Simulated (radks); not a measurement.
The numbers below are computed, except where a source is named.
Initial-state core-level shifts of neutral rhodium when its valence configuration changes from [Kr] 4d8 5s1. Level of theory: Dirac Kohn-Sham, PBE, spin-unpolarised, spherical densities, point nucleus; open shells are shared between the two j in proportion to 2j + 1 (a radial shooting solver on a logarithmic mesh with Libxc functionals). Shifts are changes of the shell-averaged eigenvalues in eV (positive: less bound).

4d7 5s1 5p1: 1s -5.380; 3s -5.520; 3p -5.520; 4p -5.120
4d7 5s2: 1s -3.722; 3s -3.891; 3p -3.891; 4p -3.452
4d7 5s0.5 5p1.5: 1s -6.121; 3s -6.248; 3p -6.247; 4p -5.864
4d8 5p1: 1s -1.727; 3s -1.689; 3p -1.689; 4p -1.762
4d7 5p2: 1s -6.825; 3s -6.938; 3p -6.938; 4p -6.570
4d7.5 5s1 5p0.5: 1s -2.678; 3s -2.744; 3p -2.744; 4p -2.578
4d7.5 5s1.5: 1s -1.788; 3s -1.871; 3p -1.871; 4p -1.676
4d8.5 5s0.5: 1s +1.627; 3s +1.704; 3p +1.704; 4p +1.556
4d9: 1s +3.074; 3s +3.223; 3p +3.224; 4p +2.967
